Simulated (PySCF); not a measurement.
These 3 structures share the formula C7H13P. Method used: PBE0-D3(BJ)/def2-SVP geometry optimisation, gas phase (PySCF 2.14.0). One conformer each; no zero-point energy, no entropy. No frequencies were run at this level. Point groups hold within 0.08 Å.

Problem. Order them by energy at this level, lowest first, and give relative energies in kcal/mol.
A. `[CH3:1][CH:2]([CH3:3])[C:4]1=[CH:5][CH2:6][CH2:7][PH:8]1` with C1–C2–C4–C5 -3°, C4–C5–C6–C7 -19°, C5–C6–C7–P8 25°, C6–C7–P8–C4 -21°, C2–C4–P8–C7 -169°
B. `[CH3:1][C:2]#[C:3][P:4]([CH3:5])[CH:6]([CH3:7])[CH3:8]` with C3–P4–C6–C7 171°
C. `CC#CPC(C)(C)C`

Solution. A (0.0), B (29.1), C (31.7).

As drawn, the lowest has a C=C bond outside aromatic rings, which the highest lacks; the highest has a C≡C bond, which the lowest lacks.

| SMILES | E (Eh) | E rel (kcal/mol) | dipole (D) | point group | A, B, C (MHz) |
| --- | --- | --- | --- | --- | --- |
| CC(C)C1=CCCP1 | -615.16423 | 0.0 | 1.31 | C1 | 2896, 1229, 940.7 |
| CC#CP(C)C(C)C | -615.11787 | 29.1 | 1.56 | C1 | 2574, 962.1, 760.8 |
| CC#CPC(C)(C)C | -615.11373 | 31.7 | 1.59 | C1 | 3079, 880.1, 814.4 |

Problem. How do the relative energies change in single points at PBE0/pcSseg-1 (no added dispersion term) on the same geometries?

Solution. 
```json
{"SMILES": "CC(C)C1=CCCP1", "PBE0-D3(BJ)/def2-SVP (kcal/mol)": "0.0", "PBE0/pcSseg-1 (kcal/mol)": "0.0", "shift": "0.0"}
{"SMILES": "CC#CP(C)C(C)C", "PBE0-D3(BJ)/def2-SVP (kcal/mol)": "29.1", "PBE0/pcSseg-1 (kcal/mol)": "25.7", "shift": "-3.4"}
{"SMILES": "CC#CPC(C)(C)C", "PBE0-D3(BJ)/def2-SVP (kcal/mol)": "31.7", "PBE0/pcSseg-1 (kcal/mol)": "28.8", "shift": "-2.9"}
```

Each column counts from its own lowest isomer. The order is unchanged; the largest shift is 3.4 kcal/mol.
